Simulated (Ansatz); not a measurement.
Basis-set extrapolation for CH$_{5}$FOSi$_{2}$ (`O=C[SiH](F)[SiH3]`) (PBE0-D4/def2-TZVP geometry, frozen core, Ansatz). Multiplicity 1, RHF reference.

```
                      def2-TZVPP   def2-QZVPP
                 HF  -793.096940  -793.125100
    MP2 correlation    -0.875285    -0.947166
CCSD(T) correlation    -0.952124      not run
```

Energies in hartree. Use E(X) = E(∞) + A·exp(−7.88·√X) for Hartree–Fock and E(X) = E(∞) + B·X^(−2.97) for correlation, with X = 3 and 4, and add CCSD(T) minus MP2 of the smaller set to the MP2 limit.

Task: What is the CCSD(T) energy at the basis-set limit?

Result: HF limit: -793.125100 + (-0.028160) × 0.13774 = -793.12898. MP2 limit: -0.947166 + (-0.071881) × 0.74074 = -1.00041. Higher-order term: -0.952124 − (-0.875285) = -0.07684. Total: -794.20623 hartree, 412.6 kJ/mol below CCSD(T)/def2-TZVPP.
